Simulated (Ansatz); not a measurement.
CBrCl2F (bromodichlorofluoromethane): from total energies to a heat of formation

The species is CBrCl2F (5 atoms), meant as a singlet with charge 0. As SMILES, `FC(Cl)(Cl)Br`. Geometry: relaxed at PBE0-D4/def2-TZVP.

Total energies at B2PLYP/cc-pVDZ, 21 core orbitals frozen (Ansatz 0.2.0); the atoms run unrestricted:

```
species    state   energy (Eh)
CBrCl2F  singlet  -3631.633593
      F  doublet    -99.660922
      C  triplet    -37.815961
     Cl  doublet   -459.999667
     Br  doublet  -2573.657500
```

Harmonic wavenumbers at PBE0-D4/def2-TZVP, in cm⁻¹: 202, 216, 306, 340, 397, 513, 794, 840, 1118.

Measured heats of formation of the gaseous atoms at 298.15 K, in kJ/mol: F 79.4, C 716.9, Cl 121.3, Br 111.9. Spin-orbit lowering of the atoms at 298 K (mean of the ground term's levels less their thermal mean, from spectra), in kJ/mol: F 1.29, C 0.02, Cl 3.44, Br 14.69. Take 1 Eh = 2625.50 kJ/mol, 1 cm⁻¹ = 0.0119627 kJ/mol, RT = 2.479 kJ/mol.

Task: Work out the heat of formation of the gas at 298 K.

Result: 
1. Electronic atomisation energy: (-99.660922) + (-37.815961) + 2 × (-459.999667) + (-2573.657500) − (-3631.633593) = 0.499876 Eh = 1312.4 kJ/mol.
2. Zero-point energy: half the sum of the wavenumbers, 2363 cm⁻¹ = 28.3 kJ/mol.
3. Thermal vibrational enthalpy, Σ hcν̃/(exp(hcν̃/kT) − 1): 6.8 kJ/mol. Translation, rotation and pV of a non-linear molecule: 4 RT = 9.9 kJ/mol.
4. The 5 free atoms carry 5/2 RT each: 31.0 kJ/mol.
5. Spin-orbit coupling lowers the free atoms by 1.29 + 0.02 + 2 × 3.44 + 14.69 = 22.9 kJ/mol.
6. Atomisation enthalpy at 298 K: 1312.4 − 22.9 − 28.3 − 6.8 − 9.9 + 31.0 = 1275.5 kJ/mol.
7. Sum of the atoms' heats of formation: 1150.8 kJ/mol. Heat of formation: 1150.8 − 1275.5 = -124.7 kJ/mol.

The tabulated value is -240.0 kJ/mol (Active Thermochemical Tables), so this level is off by +115.3 kJ/mol, or 8.3 % of the atomisation enthalpy. Relativity is left out. A double-zeta basis underbinds. Anharmonicity and any spin-orbit splitting of the molecule are left out, and so is core correlation.
